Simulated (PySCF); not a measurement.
## Polarisability and C₆ of Ir⁺ (iridium, charge +1)

[Xe] 4f14 5d7 6s1, high-spin 5F determinant. All numbers are calculated (PySCF 2.14, scalar relativity through the core potential, in aug-cc-pVTZ-PP with ECP60MDF). Coupled (time-dependent) response in atomic units; α is the mean over directions.

```
   method  mean α (bohr³)  C₆ (like pair)  S(−4)
BHandHLYP           26.09           209.5  275.1
    M06-L           26.04           214.2  251.2
```

S(−4) is the Cauchy moment in α(ω) = α(0) + S(−4) ω² + …

Spin-orbit coupling is absent.

α(iu) at M06-L:

```csv
u (hartree),α(iu) (bohr³)
0,26.04
0.0500,25.43
0.100,23.83
0.200,19.48
0.300,15.59
0.500,10.61
0.750,7.351
1.00,5.498
1.50,3.475
2.00,2.407
3.00,1.342
5.00,0.5794
```

For an ion, C₆ is the dispersion term alone; charge-induced terms of lower order in 1/R come first.

Energies and moments cover only the electrons outside the core potential. Spin-orbit coupling, absent here, splits the open shell strongly.
